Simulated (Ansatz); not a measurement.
Basis-set extrapolation for C2H8AlNO, SMILES `C[O][Al]([CH3])[NH2]` (PBE0-D4/def2-TZVP geometry, frozen core, Ansatz 0.2.0). Multiplicity 1, RHF reference.

```json
{"": "HF", "def2-TZVPP": "-451.817865", "def2-QZVPP": "-451.836020"}
{"": "MP2 correlation", "def2-TZVPP": "-0.885132", "def2-QZVPP": "-0.948378"}
{"": "CCSD(T) correlation", "def2-TZVPP": "-0.959765", "def2-QZVPP": "not run"}
```

Energies in hartree. Use E(X) = E(∞) + A·exp(−7.88·√X) for Hartree–Fock and E(X) = E(∞) + B·X^(−2.97) for correlation, with X = 3 and 4, and add CCSD(T) minus MP2 of the smaller set to the MP2 limit.

Question: What is the CCSD(T) energy at the basis-set limit?

Answer: HF limit: -451.836020 + (-0.018155) × 0.13774 = -451.83852. MP2 limit: -0.948378 + (-0.063246) × 0.74074 = -0.99523. Higher-order term: -0.959765 − (-0.885132) = -0.07463. Total: -452.90838 hartree, 343.3 kJ/mol below CCSD(T)/def2-TZVPP.
